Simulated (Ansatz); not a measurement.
Coupled-cluster diagnostics for Cs₃F₃ (the lowest singlet isomer of a short search), Ansatz.

Geometry of the singlet (r2SCAN-D4/def2-SVP):

```xyz
6

Cs   -1.7634   -1.4468    1.6357
Cs    2.3759    1.0369    1.0719
Cs   -0.6142    0.4105   -2.7073
F    -2.0036   -0.8888   -0.9099
F     0.5098   -0.3304    2.2957
F     1.4955    1.2187   -1.3862
```

In the def2 sets Cs takes a core potential; there is no spin–orbit coupling. Correlated methods freeze 3 core orbitals; core or outer-core shells of Cs are correlated, in sets that lack core-valence functions. The structure comes from a short search, and lower isomers may exist.

(1) Estimate the CCSD(T) correlation energy, the shares of MP2 and (T), T1 and the reference's ⟨S²⟩ for: charge 0, singlet, own geometry in def2-TZVP; and the rough time on 4 threads of Arm Neoverse V2 on a shared host.

Results:

(1) 
| state | basis | correlation (eV) | MP2 share (%) | (T) share (%) | T1 | ⟨S²⟩ (pure) | wall time |
| --- | --- | --- | --- | --- | --- | --- | --- |
| charge 0, singlet, own geometry | def2-TZVP | -31.644 | 97.0 | 2.3 | 0.012 | 0.00 (0.00) | 2 min |
Customary marks for T1 are 0.02 (closed shells), 0.045 (open shells) and about 0.05 (3d metals). T1 stays under 0.02 throughout.
